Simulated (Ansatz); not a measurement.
This triplet is an excited state, 1.22 eV above the relaxed singlet at the level frozen-core CCSD(T)/cc-pVTZ // PBE0-D3(BJ)/def2-SVP (Ansatz, a quantum-chemistry and plane-wave program).

These are PBE0-D3(BJ)/def2-SVP run with Ansatz values and carry that method's errors. No frequencies were computed at this level.

Ansatz 0.2 input:
```yaml
crystal:
  periodic: [false, false, false]
  atoms:
    - { symbol: C, position_ang: [-1.134912, -0.275755, 0.393309] }
    - { symbol: Si, position_ang: [0.335015, 0.929115, 0.510752] }
    - { symbol: C, position_ang: [1.990542, 0.522325, -0.103263] }
    - { symbol: N, position_ang: [3.087807, 0.385413, -0.459933] }
    - { symbol: H, position_ang: [-1.264458, -0.830182, 1.3197] }
    - { symbol: H, position_ang: [-0.954925, -0.986279, -0.40994] }
    - { symbol: H, position_ang: [-2.059063, 0.255367, 0.182203] }
basis:
  gaussian: { orbitals: def2-svp }
hamiltonian:
  xc: pbe0
  dispersion: d3bj
relax:
  max_steps: 150
magnetization:
  spin_polarized: true
  initial_magnetization: 2
```

Output:

```
Functional definition: PBE0
822 factors; integrals over basis functions are off by at most 4.5e-4 eV
mean field evaluation 1: about -11465.0603 eV, gradient 4.1e1 eV
mean field evaluation 2: about -11412.3613 eV, gradient 9.3e1 eV
mean field evaluation 4: about -11474.4674 eV, gradient 6.2e0 eV
mean field evaluation 8: about -11474.7396 eV, gradient 3.7e-1 eV
mean field evaluation 16: about -11474.7408 eV, gradient 5.4e-4 eV
mean field -11474.74083623 eV, -421.6889478729 hartree, gradient 8.6e-5 eV, S^2 2.010143; 0 other end points of the search recorded, 0 dependent functions left out
reference -11474.74085967 eV, -421.6889487343 hartree; 19, 17 occupied and 56, 58 virtual orbitals, 822 factors
relax step   1: F+E_penalty+E_count = -11474.86302111 eV  Δ(F+E_penalty+E_count) = +0.000e0 eV  max|allowed force component| = 7.242e-1 eV/Å  Δτ_max = 0.0000 Å  (33 SCF iters, accepted)
these checks for a lower state are left out or cut short: starts, cluster_reference, orbital_swaps, neighbouring_geometries, increment
822 factors; integrals over basis functions are off by at most 4.5e-4 eV
mean field -11474.76502384 eV, -421.6898367512 hartree, gradient 2.6e-5 eV, S^2 2.010621; 0 other end points of the search recorded, 0 dependent functions left out
reference -11474.76504714 eV, -421.6898376073 hartree; 19, 17 occupied and 56, 58 virtual orbitals, 822 factors
relax step   2: F+E_penalty+E_count = -11474.88817520 eV  Δ(F+E_penalty+E_count) = -2.515e-2 eV  max|allowed force component| = 1.693e-1 eV/Å  Δτ_max = 0.0628 Å  (37 SCF iters, accepted)
these checks for a lower state are left out or cut short: starts, cluster_reference, orbital_swaps, neighbouring_geometries, increment
822 factors; integrals over basis functions are off by at most 4.5e-4 eV
mean field evaluation 32: about -11474.7677 eV, gradient 4.3e-4 eV
mean field -11474.76773494 eV, -421.6899363821 hartree, gradient 2.2e-5 eV, S^2 2.010435; 0 other end points of the search recorded, 0 dependent functions left out
reference -11474.76775824 eV, -421.6899372383 hartree; 19, 17 occupied and 56, 58 virtual orbitals, 822 factors
relax step   3: F+E_penalty+E_count = -11474.89119237 eV  Δ(F+E_penalty+E_count) = -3.017e-3 eV  max|allowed force component| = 1.494e-1 eV/Å  Δτ_max = 0.0292 Å  (36 SCF iters, accepted)
these checks for a lower state are left out or cut short: starts, cluster_reference, orbital_swaps, neighbouring_geometries, increment
822 factors; integrals over basis functions are off by at most 4.5e-4 eV
mean field -11474.76918570 eV, -421.6899896964 hartree, gradient 1.6e-5 eV, S^2 2.010198; 0 other end points of the search recorded, 0 dependent functions left out
reference -11474.76920903 eV, -421.6899905541 hartree; 19, 17 occupied and 56, 58 virtual orbitals, 822 factors
relax step   4: F+E_penalty+E_count = -11474.89282810 eV  Δ(F+E_penalty+E_count) = -1.636e-3 eV  max|allowed force component| = 8.314e-2 eV/Å  Δτ_max = 0.0326 Å  (38 SCF iters, accepted)
these checks for a lower state are left out or cut short: starts, cluster_reference, orbital_swaps, neighbouring_geometries, increment
822 factors; integrals over basis functions are off by at most 4.5e-4 eV
mean field -11474.77105355 eV, -421.6900583388 hartree, gradient 1.2e-5 eV, S^2 2.009927; 0 other end points of the search recorded, 0 dependent functions left out
reference -11474.77107706 eV, -421.6900592027 hartree; 19, 17 occupied and 56, 58 virtual orbitals, 822 factors
relax step   5: F+E_penalty+E_count = -11474.89481095 eV  Δ(F+E_penalty+E_count) = -1.983e-3 eV  max|allowed force component| = 1.732e-1 eV/Å  Δτ_max = 0.0736 Å  (37 SCF iters, accepted)
these checks for a lower state are left out or cut short: starts, cluster_reference, orbital_swaps, neighbouring_geometries, increment
822 factors; integrals over basis functions are off by at most 4.4e-4 eV
mean field -11474.77247583 eV, -421.6901106065 hartree, gradient 2.3e-5 eV, S^2 2.009868; 0 other end points of the search recorded, 0 dependent functions left out
reference -11474.77249938 eV, -421.6901114721 hartree; 19, 17 occupied and 56, 58 virtual orbitals, 822 factors
relax step   6: F+E_penalty+E_count = -11474.89621805 eV  Δ(F+E_penalty+E_count) = -1.407e-3 eV  max|allowed force component| = 1.410e-1 eV/Å  Δτ_max = 0.0339 Å  (37 SCF iters, accepted)
these checks for a lower state are left out or cut short: starts, cluster_reference, orbital_swaps, neighbouring_geometries, increment
822 factors; integrals over basis functions are off by at most 4.4e-4 eV
mean field -11474.77459955 eV, -421.6901886520 hartree, gradient 1.4e-5 eV, S^2 2.009848; 0 other end points of the search recorded, 0 dependent functions left out
reference -11474.77462312 eV, -421.6901895181 hartree; 19, 17 occupied and 56, 58 virtual orbitals, 822 factors
relax step   7: F+E_penalty+E_count = -11474.89815814 eV  Δ(F+E_penalty+E_count) = -1.940e-3 eV  max|allowed force component| = 1.409e-1 eV/Å  Δτ_max = 0.0704 Å  (37 SCF iters, accepted)
these checks for a lower state are left out or cut short: starts, cluster_reference, orbital_swaps, neighbouring_geometries, increment
822 factors; integrals over basis functions are off by at most 4.3e-4 eV
mean field evaluation 64: about -11474.7486 eV, gradient 7.1e-2 eV
mean field -11474.77525511 eV, -421.6902127434 hartree, gradient 2.1e-5 eV, S^2 2.009705; 0 other end points of the search recorded, 0 dependent functions left out
reference -11474.77527870 eV, -421.6902136103 hartree; 19, 17 occupied and 56, 58 virtual orbitals, 822 factors
relax step   8: F+E_penalty+E_count = -11474.89891617 eV  Δ(F+E_penalty+E_count) = -7.580e-4 eV  max|allowed force component| = 1.051e-1 eV/Å  Δτ_max = 0.0641 Å  (36 SCF iters, accepted)
these checks for a lower state are left out or cut short: starts, cluster_reference, orbital_swaps, neighbouring_geometries, increment
822 factors; integrals over basis functions are off by at most 4.3e-4 eV
mean field -11474.77596413 eV, -421.6902387993 hartree, gradient 2.3e-5 eV, S^2 2.009696; 0 other end points of the search recorded, 0 dependent functions left out
reference -11474.77598777 eV, -421.6902396681 hartree; 19, 17 occupied and 56, 58 virtual orbitals, 822 factors
relax step   9: F+E_penalty+E_count = -11474.89948340 eV  Δ(F+E_penalty+E_count) = -5.672e-4 eV  max|allowed force component| = 9.590e-2 eV/Å  Δτ_max = 0.0255 Å  (36 SCF iters, accepted)
these checks for a lower state are left out or cut short: starts, cluster_reference, orbital_swaps, neighbouring_geometries, increment
822 factors; integrals over basis functions are off by at most 4.3e-4 eV
mean field -11474.77657779 eV, -421.6902613509 hartree, gradient 1.8e-5 eV, S^2 2.009840; 0 other end points of the search recorded, 0 dependent functions left out
reference -11474.77660145 eV, -421.6902622205 hartree; 19, 17 occupied and 56, 58 virtual orbitals, 822 factors
relax step  10: F+E_penalty+E_count = -11474.90016686 eV  Δ(F+E_penalty+E_count) = -6.835e-4 eV  max|allowed force component| = 2.353e-2 eV/Å  Δτ_max = 0.0293 Å  (38 SCF iters, accepted)
these checks for a lower state are left out or cut short: starts, cluster_reference, orbital_swaps, neighbouring_geometries, increment
822 factors; integrals over basis functions are off by at most 4.3e-4 eV
mean field -11474.77667309 eV, -421.6902648532 hartree, gradient 1.9e-5 eV, S^2 2.009784; 0 other end points of the search recorded, 0 dependent functions left out
reference -11474.77669678 eV, -421.6902657237 hartree; 19, 17 occupied and 56, 58 virtual orbitals, 822 factors
relax step  11: F+E_penalty+E_count = -11474.90024877 eV  Δ(F+E_penalty+E_count) = -8.191e-5 eV  max|allowed force component| = 3.156e-2 eV/Å  Δτ_max = 0.0171 Å  (36 SCF iters, accepted)
these checks for a lower state are left out or cut short: starts, cluster_reference, orbital_swaps, neighbouring_geometries, increment
822 factors; integrals over basis functions are off by at most 4.2e-4 eV
mean field evaluation 96: about -11474.7768 eV, gradient 2.1e-5 eV
mean field -11474.77676610 eV, -421.6902682710 hartree, gradient 2.1e-5 eV, S^2 2.009818; 0 other end points of the search recorded, 0 dependent functions left out
reference -11474.77678978 eV, -421.6902691415 hartree; 19, 17 occupied and 56, 58 virtual orbitals, 822 factors
relax step  12: F+E_penalty+E_count = -11474.90034580 eV  Δ(F+E_penalty+E_count) = -9.703e-5 eV  max|allowed force component| = 1.447e-2 eV/Å  Δτ_max = 0.0131 Å  (37 SCF iters, accepted)
these checks for a lower state are left out or cut short: starts, cluster_reference, orbital_swaps, neighbouring_geometries, increment
822 factors; integrals over basis functions are off by at most 4.2e-4 eV
mean field -11474.77679331 eV, -421.6902692712 hartree, gradient 2.0e-5 eV, S^2 2.009818; 0 other end points of the search recorded, 0 dependent functions left out
reference -11474.77681700 eV, -421.6902701417 hartree; 19, 17 occupied and 56, 58 virtual orbitals, 822 factors
relax step  13: F+E_penalty+E_count = -11474.90036866 eV  Δ(F+E_penalty+E_count) = -2.286e-5 eV  max|allowed force component| = 6.668e-3 eV/Å  Δτ_max = 0.0120 Å  (37 SCF iters, accepted)
822 factors; integrals over basis functions are off by at most 4.2e-4 eV
mean field -11474.77679331 eV, -421.6902692712 hartree, gradient 2.0e-5 eV, S^2 2.009818; 1 other end points of the search recorded, 0 dependent functions left out
reference -11474.77681700 eV, -421.6902701417 hartree; 19, 17 occupied and 56, 58 virtual orbitals, 822 factors
Total energy: -11474.90039235 eV, -421.6948114518 hartree
Atom 0 at    -1.107760    -0.263145     0.348191 Å, force    -0.006124    -0.000394     0.000116 eV/Å
Atom 1 at     0.219149     1.062384     0.169987 Å, force     0.000746    -0.003168    -0.000591 eV/Å
Atom 2 at     1.942266     0.528941    -0.047016 Å, force     0.006137     0.002386     0.000458 eV/Å
Atom 3 at     3.065336     0.241406    -0.188471 Å, force    -0.006668    -0.000402     0.000258 eV/Å
Atom 4 at    -0.904614    -0.878749     1.237780 Å, force     0.000229     0.002039    -0.003483 eV/Å
Atom 5 at    -1.120667    -0.900563    -0.549144 Å, force     0.000729     0.002008     0.003438 eV/Å
Atom 6 at    -2.093706     0.209730     0.461502 Å, force     0.004952    -0.002469    -0.000197 eV/Å
Dipole moment:    -0.879146     0.023345     0.112145 e Å
```

Cost: around 80 core-seconds (rough).
